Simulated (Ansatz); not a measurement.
Reaction (redistribution): `[OH][Al]([Br])[O][SiH3]` + `[NH2][Ga]([F])[Cl]` → `[OH][Al]([F])[Br]` + `[NH2][Ga]([Cl])[O][SiH3]`

Gas-phase electronic energies from Ansatz, PBE0-D4/def2-TZVP geometries. CCSD(T)/CBS adds triple-zeta CCSD(T) − MP2 to the extrapolated MP2 energy (def2 sets, frozen cores). DFT in def2-TZVPP. B3LYP here is the variant with VWN-RPA as its local correlation; programs differ in this. HSE06 is defined as in plane-wave codes. For Br, Ga outer-core shells are correlated without core-valence functions, which leaves a few kJ/mol of doubt a bond. Scalar relativity is left out up to krypton. One conformer a species, not always the lowest.

```tsv
level	ΔE (kJ/mol)	difference from CCSD(T)/CBS
revPBE-D4	-13.7	3.0
B3LYP-D4	-11.2	5.5
BHLYP-D4	-10.6	6.1
ωB97X-V	-9.4	7.3
revPBE	-9.4	7.3
HSE06	-10.0	6.7
LC-ωPBE	-8.7	8.0
RPA@PBE/def2-TZVPP	-14.2	2.5
SCS-MP2/def2-TZVPP	-13.4	3.3
SCS-MP2/def2-QZVPP	-14.8	1.9
CCSD(T)/CBS	-16.7	0
```

Largest T1 diagnostic among the species: 0.013.

In def2-TZVPP, CCSD(T) changes the Hartree–Fock value by −8.4 kJ/mol (the triples alone add −1.1 kJ/mol) and MP2 by −9.9 kJ/mol. At CCSD(T), def2-SVP lies +8.1 kJ/mol from the extrapolated value and def2-TZVPP +2.9 kJ/mol.
